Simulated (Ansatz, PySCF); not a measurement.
The pair A = HF (SMILES F) (first 2 atoms), B = PH3 (SMILES P); geometry from B3LYP-D3(BJ)/def2-TZVP.
(charge 0, multiplicity 1):
```xyz
6

F     -1.44370    -0.22895    -0.24385
H     -0.94647    -0.05063     0.53323
P      0.26436     0.38574     2.42694
H     -0.05296    -0.23232     3.65770
H      1.64993     0.11417     2.48951
H      0.35688     1.69532     2.95027
```

Frozen-core correlation. Rows in 6-31G* carry no dispersion term and start afresh at each structure (6-31G* with six Cartesian d functions).

Codes used: Ansatz (Gaussian basis) for Hartree–Fock, density functionals and correlated methods; PySCF for 6-31G* rows. Each number belongs to the level named beside it.

Total energies (hartree), monomers frozen at their geometry in the pair:

```tsv
structure	B3LYP/6-31G*	MP2/aug-cc-pV(D+d)Z	CCSD(T)/aug-cc-pV(T+d)Z
AB	-443.5685329	-442.8834767	-443.0564413
A in the pair's basis	-100.4216399	-100.2561383	-100.3495787
B in the pair's basis	-343.1401513	-342.6203219	-342.6990834
A	-100.4201374	-100.2555753	-100.3492100
B	-343.1398309	-342.6193458	-342.6987156
```

Q: Work out the interaction energy without and with the counterpoise correction, and the superposition error, for each level.

A: 
E(AB) − E(A) − E(B), times 627.509 kcal/mol, with the monomers in their own basis and then in the pair's basis:
- B3LYP/6-31G*: -5.37 uncorrected, -4.23 corrected; the monomers gain 1.14 kcal/mol from borrowed functions
- MP2/aug-cc-pV(D+d)Z: -5.37 uncorrected, -4.40 corrected; the monomers gain 0.97 kcal/mol from borrowed functions
- CCSD(T)/aug-cc-pV(T+d)Z: -5.34 uncorrected, -4.88 corrected; the monomers gain 0.46 kcal/mol from borrowed functions

Ansatz is an electronic-structure program.
